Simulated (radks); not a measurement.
The numbers below are computed, except where a source is named.
The nuclear charge of the europium ion Eu2+ is varied continuously with 61 electrons held in [Xe] 4f7. Code: a radial shooting solver on a logarithmic mesh with Libxc functionals. Model: Dirac Kohn-Sham, PBEsol, spin-unpolarised, spherical densities, finite nucleus; open shells fill j = l - 1/2 first; Fermi nuclear charge, rms radius 5.1115 fm. By the Hellmann-Feynman theorem dE/dZ = E(electron-nucleus)/Z, the electronic potential at the nucleus (averaged over a nucleus of fixed radius).

Z     E (hartree)  E(electron-nucleus)/Z (hartree)   HOMO  e(HOMO) (eV)  <r> HOMO (bohr)
62.5  -10637.2441                         -417.176  4f7/2        -8.470            1.055
62.6  -10679.0108                         -418.160  4f7/2        -9.815            1.034
62.7  -10720.8760                         -419.142  4f7/2       -11.216            1.015
62.8  -10762.8393                         -420.125  4f7/2       -12.668           0.9974
62.9  -10804.9009                         -421.107  4f7/2       -14.167           0.9815
63    -10847.0608                         -422.089  4f7/2       -15.711           0.9668
63.1  -10889.3188                         -423.071  4f7/2       -17.296           0.9531
63.2  -10931.6750                         -424.053  4f7/2       -18.921           0.9403
63.3  -10974.1293                         -425.035  4f7/2       -20.584           0.9282
63.4  -11016.6819                         -426.017  4f7/2       -22.284           0.9168
63.5  -11059.3327                         -426.999  4f7/2       -24.019           0.9059
63.6  -11102.0816                         -427.981  4f7/2       -25.788           0.8956
63.7  -11144.9289                         -428.963  4f7/2       -27.591           0.8857
63.8  -11187.8743                         -429.946  4f7/2       -29.426           0.8763
63.9  -11230.9181                         -430.929  4f7/2       -31.293           0.8672
64    -11274.0602                         -431.913  4f7/2       -33.190           0.8585

The central difference of E at Z = 63 is -422.089 hartree, to compare with the third column; the second derivative is -9.82 hartree.
